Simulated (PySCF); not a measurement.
Correlation energy of Ga²⁺ (gallium, charge +2)

Starting occupation: [Ar] 3d10 4s1, 4s1/2 with m_j = +1/2. Computed with PySCF 2.14 in x2c-TZVPPall-2c with one added diffuse shell each of s, p, d type (7s8p5d1f, 63 functions), with X2C-1e with screened-nucleus spin-orbit coupling, Gaussian nucleus. Frozen: [Ar]; 11 electrons correlated; the 6 highest virtual spinors left out.

MP2 pair energies summed by pair of shells (mhartree):

| pair | energy | share (%) |
| --- | --- | --- |
| 3d3/2-3d5/2 | -62.76 | 46.4 |
| 3d5/2-3d5/2 | -42.71 | 31.6 |
| 3d3/2-3d3/2 | -17.55 | 13.0 |
| 3d5/2-4s1/2 | -7.57 | 5.6 |
| 3d3/2-4s1/2 | -4.68 | 3.5 |

Total MP2 correlation energy: -135.27 mhartree.

```
  level  correlation energy (mhartree)
   CCSD                        -128.46
    (T)                          -4.44
CCSD(T)                        -132.90
```

Diagnostics: T1 = 0.0088, largest double amplitude 0.013.

Cost of the coupled-cluster step: 120 s of wall time on 4 threads of Neoverse-V2 (shared host), for 11 occupied and 91 virtual spinors.

This basis was not built for core-valence correlation, so the inner-shell part is incomplete.
